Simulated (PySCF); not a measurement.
Potential energy of MgIn along the bond

Set-up: PySCF, scalar-relativistic core potentials, basis sets Mg def2-SVP, In def2-SVP with ECP28. Energies in eV from Mg + In in their ground configurations at the same level. All curves are PBE0. state 1: ²Π (doublet), unpaired electrons π ↑; state 2: ²Σ⁺ (doublet), unpaired electrons σ ↑, a second solution, started from another occupation; state 3: ⁴Π (quartet), unpaired electrons σ ↑↑, π ↑, a second solution, started from another occupation; state 4: quartet, unpaired electrons σ ↑, π ↑↑, a second solution, started from another occupation.

| R (Å) | state 1 | state 2 | state 3 | state 4 |
| --- | --- | --- | --- | --- |
| 2.609 | -0.1794 | 0.4368 | 1.2012 | 1.0508 |
| 2.731 | -0.3196 | 0.1663 | 1.0902 | 1.0696 |
| 2.852 | -0.3930 | -0.0161 | 1.0499 | 1.1390 |
| 2.943 | -0.4174 | -0.1095 | 1.0523 | 1.2120 |
| 3.034 | -0.4231 | -0.1746 | 1.0748 | 1.2961 |
| 3.125 | -0.4156 | -0.2177 | 1.1120 | 1.3868 |
| 3.246 | -0.3918 | -0.2496 | 1.1775 | 1.5122 |
| 3.398 | -0.3498 | -0.2610 | 1.2748 | 1.6687 |
| 3.580 | -0.2931 | -0.2497 | 1.4026 | 1.8476 |
| 3.823 | -0.2209 | -0.2157 | 1.5770 | 2.0627 |

**Question.** Put a parabola through the three lowest points of the state 1 curve and estimate Re, k and ωe (reduced mass 19.84 u; 1 eV/Å² = 0.16022 mdyn/Å; ωe = 1302.8·√(k/μ) cm⁻¹).

**Answer.** Through R = 2.943, 3.034, 3.125 Å the second-order coefficient is 0.797 eV/Å², so Re ≈ 3.028 Å, k ≈ 0.255 mdyn/Å and ωe ≈ 148 cm⁻¹. A polynomial fit of higher order to the unrounded PBE0 energies gives Re = 3.023 Å, k = 0.267 mdyn/Å, ωe = 151 cm⁻¹; anharmonicity and rounding make the difference.

The higher-order fit for each curve: state 1: Re = 3.023 Å, ωe = 151 cm⁻¹, De = 0.423 eV; state 2: Re = 3.397 Å, ωe = 107 cm⁻¹, minimum 0.261 eV below the ground-state fragments; state 3: Re = 2.887 Å, ωe = 199 cm⁻¹, minimum 1.05 eV above the ground-state fragments. State 4 gave no clean fit.

These are scalar-relativistic numbers at best; spin–orbit coupling would shift them, the dissociation energy most. The state is the lowest determinant that a PBE0 search found; another state may lie lower at other levels.
